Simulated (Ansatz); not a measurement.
Gas-phase electronic energies from Ansatz, PBE0-D4/def2-TZVP geometries. CBS: MP2 limit from def2 TZ/QZ plus the TZ coupled-cluster correction, frozen cores. This one scheme is used for every species. DFT in def2-TZVPP. One conformer a species, not always the lowest.

`C=N[SiH](F)F` + `[SiH3]S` → `F[SiH](F)S[SiH3]` + `C=N`  (ligand exchange at the Si–N bond)

`C=N[SiH](F)F`:

Cartesian coordinates in Å:
```
C -1.336 0.577 0.476
N -0.167 0.232 0.788
Si 1.023 -0.452 -0.232
F 0.541 -0.580 -1.743
F 2.275 0.516 -0.236
H -2.008 0.994 1.235
H -1.755 0.491 -0.537
H 1.427 -1.778 0.250
```

`[SiH3]S`:

Cartesian coordinates in Å:
```
Si -0.450 0.015 -0.276
S 1.582 -0.498 0.144
H -1.376 -0.540 0.744
H -0.730 -0.593 -1.598
H -0.639 1.486 -0.344
H 1.613 0.131 1.331
```

`F[SiH](F)S[SiH3]`:

```xyz
9

F     0.539   -1.506   -1.224
Si   -0.632   -1.472   -0.153
F     0.010   -2.007    1.194
S    -1.381    0.476    0.066
Si    0.495    1.537    0.147
H    -1.706   -2.389   -0.562
H     0.979    1.830   -1.221
H     1.498    0.735    0.886
H     0.198    2.797    0.867
```

`C=N`:

Z-matrix (Å, degrees):
```
C
N 1 1.261
H 1 1.096 2 124.9
H 1 1.092 2 118.8 3 -180.0
H 2 1.021 1 111.0 3 -0.0
```

CCSD(T)/CBS gives -15.2 kJ/mol.

Task: Another level gave -16.1 kJ/mol. Which?
A. PBE-D4/def2-TZVPP
B. HF/def2-TZVPP
C. B2PLYP/def2-TZVPP
D. PBE0/def2-TZVPP

Result: D. PBE0 -16.1, B2PLYP -8.8, HF/def2-TZVPP 2.6, PBE-D4 -21.7 kJ/mol.

Largest T1 diagnostic among the species: 0.013.

The D4 term adds −5.9 kJ/mol with B3LYP and −3.2 kJ/mol with PBE0; it sums over pairs of atoms, weighted by their polarisabilities, and B3LYP, whose exchange is more repulsive, gets the larger term. In def2-TZVPP, CCSD(T) changes the Hartree–Fock value by −15.4 kJ/mol (the triples alone add −2.8 kJ/mol) and MP2 by −17.1 kJ/mol.

B3LYP here is the variant with VWN-RPA as its local correlation; programs differ in this.
